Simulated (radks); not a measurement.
Values are calculated unless marked as measured or tabulated.
Initial-state core-level shifts of neutral tin when its valence configuration changes from [Kr] 4d10 5s2 5p2. Level of theory: scalar-relativistic Kohn-Sham, r2SCAN, spin-unpolarised, spherical densities, finite nucleus; meta-GGA in the generalised Kohn-Sham scheme; Fermi nuclear charge, rms radius 4.6519 fm (a radial shooting solver on a logarithmic mesh with Libxc functionals). Shifts are changes of the shell-averaged eigenvalues in eV (positive: less bound); the change of the density at the nucleus, which sets a Mossbauer isomer shift, is in e/bohr^3, on a base of 1.965e+05.

valence                1s       3s       3d       4p  density at nucleus
4d9 5s2 5p3        -7.882   -8.004   -8.052   -6.656              +19.09
4d10 5s1 5p3       -1.619   -1.590   -1.588   -1.595              -36.49
4d10 5s0.5 5p3.5   -2.394   -2.350   -2.348   -2.358              -55.56
4d9.5 5s2 5p2.5    -3.917   -3.981   -4.003   -3.340               +9.41
4d10 5p4           -3.149   -3.091   -3.089   -3.101              -75.14
4d9 5s1 5p4        -9.371   -9.469   -9.516   -8.104              -22.94
4d8 5s2 5p4       -15.969  -16.194  -16.302  -13.233              +39.23
4d8 5s1 5p5       -17.365  -17.570  -17.678  -14.574               -8.20
4d8.5 5s2 5p3.5   -11.898  -12.075  -12.151   -9.952              +29.03
